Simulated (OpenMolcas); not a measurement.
# Ag4+: effect of the active space

- Program: OpenMolcas 26.06
- Method: CASSCF or its RAS form
- Basis: ANO-RCC-VTZP
- Scalar Hamiltonian: DKH2, point nucleus
- Spin-orbit coupling: RASSI with atomic mean-field integrals over the reference wave functions, term energies averaged over their components

A. 7 electrons in 5 orbitals (4d); 2S+1 = 4 even, 10 roots; 2S+1 = 2 even, 40 roots; cost of the order of 8 core-seconds
B. 13 electrons in 8 orbitals (RAS1 4p, at most 2 holes; RAS2 4d); 2S+1 = 4 even, 10 roots; 2S+1 = 2 even, 40 roots; cost of the order of 23 core-seconds

Energies in cm⁻¹ above 4d⁷ ⁴F_9/2, the measured ground level; measured values from the list in Gamrath, thesis, University of Mons (2023).

```csv
Level,A,B,Measured
4d⁷ ⁴F_9/2,0.0,0.0,0.0
4d⁷ ⁴F_7/2,3460,3478,3690
4d⁷ ⁴F_5/2,5605,5565,5816
4d⁷ ⁴F_3/2,6947,6859,7097
4d⁷ ⁴P_3/2 [67 %],18349,16639,14204
4d⁷ ⁴P_5/2,18615,17118,14899
4d⁷ ²G_9/2,19411,19355,16875
4d⁷ ⁴P_1/2,20866,19319,17067
4d⁷ ²G_7/2,22850,22644,20442
4d⁷ ²H_11/2,25806,26742,22532
4d⁷ ²D_5/2(1),28398,25743,24361
4d⁷ ²P_1/2,29108,26941,24599
4d⁷ ²H_9/2,29340,30147,26368
4d⁷ ²D_3/2(1) [65 %],34219,31917,30134
4d⁷ ²F_5/2,42229,40796,34635
4d⁷ ²F_7/2,43965,42594,36594
4d⁷ ²D_3/2(2),65823,60673,55041
4d⁷ ²D_5/2(2),67500,62773,56772
```

Deviations, from unrounded energies. A percentage is the sum of absolute deviations over the sum of measured energies, with the sign that they share, or ± where signs differ.

```tsv
Against measurement	Levels	A	B
mean absolute deviation (cm-1)	17	4300	2900
fine structure of the ground term (%)	3	-3.6	-4.2
other terms of the ground configuration (%)	14	+18.2	+12.4
```

B lies closest to measurement on these levels. The largest miss of B in the table is 4d⁷ ²F_5/2, by +6200 cm-1. The ranking rests on the paired levels alone, and a cruder setting can come out closer through cancelling errors.

Between A and B the level of the table that moves most is 4d⁷ ²D_3/2(2), by 5200 cm-1 (lowest in B, highest in A).

Without dynamic correlation excited terms often stand tens of per cent too high (terms of higher spin than the ground term too low), and those without a measured partner can miss by more than the paired ones. Active for correlation alone: 4p; no level in the range computed is led by a configuration that opens it, so any true level of that kind is missing (holds for B). Measured partners are found by configuration, term and J. A level has none where our copy of the source lacks it or the pairing is in doubt (some pairs that miss far off the trend of their configuration count as doubtful), and it then counts in no deviation. Only configurations of the active space appear. Levels that lie high or do not pair safely by name in every column are left out.

A share in square brackets marks a mixed level and gives the weight of the term that names it, the lowest over the columns. A number in round brackets counts repeated terms of one configuration in the order of the reference energies.
